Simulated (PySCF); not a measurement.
NMR data simulated for an unnamed compound:

¹H NMR (600 MHz, computed): δ 3.68 (br, 3H), 3.16 (m, 1H), 1.58 (m, 3H), 1.23 (m, 1H), 1.22 (m, 1H), 0.92 (m, 1H), 0.90 (m, 1H), 0.75 (m, 1H).

¹³C{¹H} NMR (computed): δ 95.1 (CH), 72.9 (C), 14.7 (CH3), 11.7 (CH), 6.9 (CH2), 6.0 (CH2).

Computed data (PySCF 2.14): structure optimised with PBE0-D3(BJ)/def2-SVP, σ from GIAO-KT2/pcSseg-1. Relativity neglected, in vacuum, fast rotation and ring inversion assumed for equivalent nuclei, single conformer.

References, each an isolated molecule treated in the same way: ¹H (31.18 ppm) and ¹³C (183.22 ppm) against TMS.

Which of these does the molecule contain: a three-membered ring, an S-methyl group, a C≡C triple bond, a Si–H bond, an OH group?

Answers


- A three-membered ring: yes.
- An S-methyl group: no.
- A C≡C triple bond: yes (δC 95.1, 72.9; δH 3.16 (m)).
- A Si–H bond: no.
- An OH group: no.

The data belong to SMILES C#C[P@+](C)([AlH3-])C1CC1, C$_{6}$H$_{12}$AlP; they needn't prove each group on their own.

Carbon signals by region: 2 at 50–100 ppm, 4 below 50 ppm.

Hydrides on Al or Ga are broadened by the quadrupolar metal nucleus. Splittings by ³¹P in the carbon and heteronuclear signals aren't shown, as no couplings were computed. Shifts are as computed. Against solution values, carbons near 30 ppm lie about +2 ppm off and those near 130 ppm about -5 ppm. Of 1211 compounds with measured shifts, 218 miss one by over three times the rms of a fit or turn the order of signals round; such compounds aren't used in these exercises. No couplings were computed; multiplicities are counted from neighbouring protons, with m where these are inequivalent, close in shift, in a saturated or five-membered ring or joined by F or P, and br s for small geminal =CH2 splittings.
